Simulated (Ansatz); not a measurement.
Species: Cl$_{3}$Ga, SMILES `[Cl][Ga]([Cl])[Cl]` (charge 0, multiplicity 1), formula Cl3Ga.

**Question.** How many basis functions does Ansatz (a first-principles code) with frozen-core CCSD(T)/cc-pVTZ // PBE-D3(BJ)/def2-SVP use, how many core orbitals are frozen, and how many electrons are correlated?

**Answer.** 145 basis functions and 24 frozen orbitals, which leaves 34 correlated electrons (filled d shells below the valence shell are correlated). Core time is of the order of seconds.
